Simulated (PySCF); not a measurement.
Ni⁺: ionisation energy

Ni⁺ [Ar] 3d9 (2D) → Ni²⁺ [Ar] 3d8 (3F), as a difference of total energies. Computed with PySCF 2.14 in cc-pVTZ (7s6p4d2f1g, 68 functions), with no relativity, point nucleus. Correlated levels: valence: [Ar] frozen. The calculations carry no spin-orbit coupling.

Question: Order these methods by the ionisation energy they give, lowest first.
A. B3LYP
B. M06-L
C. MP2 (valence)
D. SCS-MP2 (valence)

Answer: B (17.939 eV), D (18.033 eV), C (18.329 eV), A (18.707 eV).

These non-relativistic numbers lack the scalar-relativistic shift.

The reference lies between the lowest fine-structure levels, while these numbers refer to the centres of the terms.

Errors of the correlated levels include the incompleteness of this basis and the frozen core.

For comparison: 18.169 eV (measured; NIST Atomic Spectra Database, ionization energies).
